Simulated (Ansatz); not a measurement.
Program: Ansatz. Geometries: PBE0-D4/def2-TZVP. ΔE: electronic, gas phase. CBS: MP2 limit from def2 TZ/QZ plus the TZ coupled-cluster correction, frozen cores. This one scheme is used for every species. Functionals use def2-TZVPP. B3LYP here is the variant with VWN-RPA as its local correlation; programs differ in this. For As outer-core shells are correlated without core-valence functions, which leaves a few kJ/mol of doubt a bond. Scalar relativity is left out up to krypton. One conformer a species, not always the lowest.

`O[SiH2][AsH2]` + H–F → `O[SiH2]F` + `[AsH3]`  (cleavage of the Si–As bond)

| level | ΔE (kJ/mol) | difference from CCSD(T)/CBS |
| --- | --- | --- |
| r2SCAN-D4 | -130.4 | -4.3 |
| PBE0-D4 | -115.9 | 10.2 |
| B3LYP-D4 | -131.0 | -4.9 |
| PBE-QIDH | -124.7 | 1.4 |
| r2SCAN0 | -130.7 | -4.6 |
| BHLYP | -145.9 | -19.8 |
| CAM-B3LYP | -145.4 | -19.3 |
| CCSD(T)/def2-SVP | -134.3 | -8.2 |
| CCSD/def2-TZVPP | -133.8 | -7.7 |
| CCSD/CBS(def2) | -129.8 | -3.7 |
| CCSD(T)/CBS | -126.1 | 0 |

Largest T1 diagnostic among the species: 0.011.

Leaving LDA and LC-ωPBE aside and taking each functional with its dispersion term where it has one, the values, not all of them listed here, spread over 31.0 kJ/mol, from CAM-B3LYP-D4 to revPBE-D4. In def2-TZVPP, CCSD(T) changes the Hartree–Fock value by +26.5 kJ/mol (the triples alone add +3.7 kJ/mol) and MP2 by +29.0 kJ/mol. From BLYP to BHLYP (50 % exact exchange), in def2-TZVPP and without D4, ΔE moves by −7.4 kJ/mol.
